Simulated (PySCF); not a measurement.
# Reading the logs of faulty runs: AlB2ClH3 cation

These are calculations, not measurements. The program is PySCF 2.14.0, an open-source quantum chemistry code, run on an isolated molecule that a program drew, which may never have been made. The molecule is AlB2ClH3 cation (charge +1, singlet), drawn as the SMILES string `[BH+][Al]([BH2])[Cl]`.

Each row is a Hartree-Fock (HF) and frozen-core CCSD(T) single point in the cc-pV(D+d)Z basis, meant for a local HF minimum. Run 1 is clean. Each other run has one planted mistake out of seven kinds, and not every kind appears here: one electron removed, one electron added, multiplicity raised by two, geometry at a saddle point, minimal basis STO-3G, one bond length entered in bohr, all coordinates scaled. The reference is restricted for singlets and unrestricted otherwise, and also for a bond in bohr. Adding or removing an electron swaps singlet and doublet. Electrons count all cores. HOMO and LUMO are orbital energies over both spins, the gradient is its largest component, and the lowest frequency (negative if imaginary) is given only where the gradient is small. Bond lengths are over the 6 bonds as drawn. T1 is the CCSD diagnostic: over 0.02 (restricted) or 0.045 (unrestricted) a single reference is doubtful.

Geometry of the clean run:
```xyz
7
AlB2ClH3 cation, angstrom
B    -1.2338   -1.6067   -3.4551
Al   -1.2058    0.1716   -2.0515
B    -2.7260    0.6013   -0.6072
Cl    0.5902    1.0103   -2.6787
H    -1.1499   -2.5008   -4.2322
H    -3.6580    1.2822   -0.9100
H    -2.6393    0.1565    0.4966
```

```
run  electrons  basis functions  <S^2>  HOMO (eV)  LUMO (eV)  gradient (hartree/bohr)  lowest frequency (cm^-1)  mean bond (Å)  longest bond (Å)      T1  HF (hartree)  CCSD(T) (hartree)                          mistake
  1         42               89  0.000     -15.44      -5.64                  2.0e-05                        75         1.6765             2.266  0.0134    -752.24426         -752.62531                         no fault
  2         42               89  0.714     -13.87      -5.69                  2.0e-02                         -         1.8535             2.266  0.0626    -752.12499         -752.50463  one bond length entered in bohr
  3         42               89  2.023     -12.39      -6.33                  2.5e-02                         -         1.6765             2.266  0.0547    -752.13592         -752.51678       multiplicity raised by two
  4         41               89  0.764     -21.85     -13.30                  5.8e-02                         -         1.6765             2.266  0.0325    -751.71728         -752.07674                                ?
  5         42               89  0.000     -15.43      -5.73                  2.1e-05                       -68         1.6785             2.267  0.0134    -752.24353         -752.62460                                ?
```

**Which mistake was planted in run 4, and what did it cost?**

It counts 41 electrons, one fewer than the clean run, at the same geometry and basis. So the mistake is: one electron removed. Subtracting run 1 and multiplying by 627.51 kcal/mol a hartree, the energy moved by 330.7 kcal/mol in HF and 344.2 kcal/mol in CCSD(T).

**Which mistake was planted in run 5, and what did it cost?**

The gradient is small, so the point is stationary, but the lowest frequency is imaginary (-68 cm^-1). So the mistake is: geometry at a saddle point. Subtracting run 1 and multiplying by 627.51 kcal/mol a hartree, the energy moved by 0.5 kcal/mol in HF and 0.4 kcal/mol in CCSD(T).

Cautions from the logs. Run 2: T1 is over the limit, so its CCSD(T) energy is less reliable; run 3: T1 is over the limit, so its CCSD(T) energy is less reliable.
